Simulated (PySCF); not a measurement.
Sn(Br)(NH2) (BrH2NSn), SMILES [NH2][Sn][Br] (connectivity only; charge and spin as stated), neutral, multiplicity 1. Atoms are numbered in the order given.

```xyz
5

Sn     0.3723     0.8993     0.0000
Br    -0.0868    -1.6470     0.0000
N     -1.6071     1.3806     0.0000
H     -2.3524     0.6865     0.0000
H     -1.9752     2.3295     0.0000
```
Charge 0, spin multiplicity 1.

The structure is a stationary point at B3LYP-D3(BJ)/def2-SVP. The def2 effective core potentials stand for the cores of Sn; spin–orbit coupling is left out. One conformer was computed; it need not be the lowest.

Calculation: PBE0/def2-TZVPD (PySCF).

Mulliken values depend strongly on the basis, most of all with diffuse functions as here. ESP charges are fitted to the potential on shells at 1.4 to 2.0 van der Waals radii. Atomic charges (e):

| atom | ESP fit | Mulliken |
|---|---|---|
| Sn1 | 0.40 | 0.59 |
| Br2 | -0.27 | -0.41 |
| N3 | -0.75 | -0.57 |
| H4 | 0.30 | 0.21 |
| H5 | 0.32 | 0.17 |
